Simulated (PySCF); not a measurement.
A GIAO shielding run with PySCF (density fitting, non-relativistic, gas phase) on Pivaloyl Chloride (SMILES CC(C)(C)C(=O)Cl):

```
$ OMP_NUM_THREADS=1 python probes_run.py task.json out

{"job": {"kind": "nmr", "xc": "OPBE", "basis": "pcSseg-1", "pop": false}, "charge": 0, "multiplicity": 1}
C      0.087042     1.398329    -0.641729
C     -0.062068     0.032942     0.028725
C     -0.132166    -1.075924    -1.028200
C      1.107005    -0.220141     0.986898
C     -1.369603     0.046329     0.811079
O     -2.159332     0.924174     0.864626
Cl    -1.685509    -1.481792     1.715807
H      0.128244     2.205633     0.103519
H      1.016664     1.420353    -1.229522
H     -0.756238     1.607367    -1.314942
H      0.801454    -1.079679    -1.610780
H     -0.967771    -0.910010    -1.725109
H     -0.257188    -2.063907    -0.564336
H      1.157233     0.551472     1.770139
H      1.023890    -1.201986     1.472272
H      2.049741    -0.190265     0.419720
```

Hardware: 1 thread of an Intel Xeon 6975P-C, shared host.

Q: How large is the calculation?

A: 64 electrons, 171 basis functions and 907 auxiliary functions.

Q: How long does it take, and how much memory does it need?

A: 22 s of wall time, with 17 SCF cycles; peak memory 0.96 GiB. Times on a shared host scatter by some tens of per cent.

Q: And these other runs on the same molecule and hardware: GIAO shielding at B97-2/pcSseg-1; GIAO shielding at BLYP/pcSseg-1; GIAO shielding at HF/pcSseg-1; GIAO shielding at LC-wPBE/pcSseg-1; GIAO shielding at PBE0/pcSseg-1?

A: B97-2/pcSseg-1: 171 functions, 13 s; BLYP/pcSseg-1: 171 functions, 22 s; HF/pcSseg-1: 171 functions, 7 s; LC-wPBE/pcSseg-1: 171 functions, 26 s; PBE0/pcSseg-1: 171 functions, 13 s.
